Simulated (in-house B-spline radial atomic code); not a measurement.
Configurations of neutral cadmium, with energies counted from [Kr] 4d10 5s2. Computed with a B-spline radial code for spherical atoms: scalar-relativistic (X2C) PBE, spin-polarised, spherical fractional occupations, Fermi nucleus of rms radius 4.6087 fm. Shells without spins written out take the highest spin.

Occupations are held fixed; configurations that lie above the ionisation limit could autoionise.

```
                              configuration  E - E(ref) (eV)  highest orbital  its <r> (bohr)
                          [Kr] 4d10 5s1 5p1           4.0379            5p up           4.017
[Kr] 4d10 5s(0 up, 1 down) 5f(1 up, 0 down)           8.3708            5f up           28.36
                           [Kr] 4d9 5s2 5d1           16.032            5d up           9.249
                           [Kr] 4d9 4f1 5s2           16.821            4f up           16.65
             [Ar] 3d10 4s2 4p5 4d10 5s2 6p1           71.888            6p up           9.919
              [Ar] 3d9 4s2 4p6 4d10 5s2 6s1           408.51            6s up           7.652
              [Ar] 3d9 4s2 4p6 4d10 5s2 5f1           410.71            5f up           28.17
```

Order these further configurations by energy, lowest first.
A. [Kr] 4d(5 up, 4 down) 5s2 6p(0 up, 1 down)
B. [Ar] 3d9 4s2 4p6 4d10 5s2 6d1
C. [Ar] 3d10 4s2 4p5 4d10 5s2 6f1
D. [Kr] 4d(5 up, 4 down) 5s2 5f(0 up, 1 down)
E. [Kr] 4d10 5s1 5d1

E (7.3099 eV), A (15.747 eV), D (17.113 eV), C (73.45 eV), B (410.25 eV).

How far above the reference does [Ar] 3d10 4s2 4p(3 up, 2 down) 4d10 5s2 5p(0 up, 1 down) lie?

68.439 eV; its least bound orbital is 5p down with <r> = 3.74 bohr.

How far above the reference does [Ar] 3d9 4s2 4p6 4d10 5s2 5p1 lie?

405.88 eV; its least bound orbital is 5p up with <r> = 3.727 bohr.
